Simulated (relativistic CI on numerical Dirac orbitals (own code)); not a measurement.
## Radial parameters of Eu³⁸⁺

Method of calculation: Dirac-Coulomb-Breit CI, separate exchange-only KLI orbitals for each configuration, a model potential for QED, unscaled Slater integrals (own radial code, finite nucleus).

Slater integrals F^k, G^k are unscaled and averaged over j, outside the closed core [Ne]; ζ comes from projecting the Hamiltonian with its Breit term on Σ l·s of the shell.

- 3s2.3p6.3d7: F^2(3d,3d) = 478830, F^4(3d,3d) = 308680, ζ(3d) = 101050 cm⁻¹; <r>(3d) = 0.2124, <r^2>(3d) = 0.05249 (bohr units).
- 3s2.3p5.3d8: ζ(3p) = 772880, F^2(3d,3d) = 477950, F^4(3d,3d) = 308090, F^2(3p,3d) = 418850, G^1(3p,3d) = 452980, G^3(3p,3d) = 300280, ζ(3d) = 100050 cm⁻¹; <r>(3p) = 0.2365, <r^2>(3p) = 0.06473, <r>(3d) = 0.2128, <r^2>(3d) = 0.05266 (bohr units).
- 3s2.3p4.3d9: F^2(3p,3p) = 416750, ζ(3p) = 772320, F^2(3p,3d) = 418420, G^1(3p,3d) = 452950, G^3(3p,3d) = 300130, ζ(3d) = 99065 cm⁻¹; <r>(3p) = 0.2368, <r^2>(3p) = 0.06486, <r>(3d) = 0.2131, <r^2>(3d) = 0.05284 (bohr units).

(1) Give the Racah parameters of the d shell in 3s2.3p6.3d7.

Averages of the first 10 configurations, taken without configuration mixing, which lowers the lowest level and can move excited configurations by several eV; other configurations of the list can lie among them:

| Configuration | Parity | States | Average energy above the lowest level (eV) |
| --- | --- | --- | --- |
| 3s2.3p6.3d7 | even | 120 | 48.1 |
| 3s2.3p5.3d8 | odd | 270 | 401.5 |
| 3s2.3p4.3d9 | even | 150 | 761.5 |
| 3s.3p6.3d8 | even | 90 | 678.7 |
| 3p6.3d9 | even | 10 | 1318.1 |
| 3s.3p5.3d9 | odd | 120 | 1030.7 |
| 3s2.3p6.3d6.4s | even | 420 | 1169.7 |
| 3s2.3p6.3d6.4p | odd | 1260 | 1272.8 |
| 3s2.3p4.3d8.4s | even | 1350 | 1867.7 |
| 3s2.3p6.3d6.4d | even | 2100 | 1403.9 |

Results:

(1) B = F²/49 − 5F⁴/441 = 6272 cm⁻¹ and C = 35F⁴/441 = 24499 cm⁻¹.
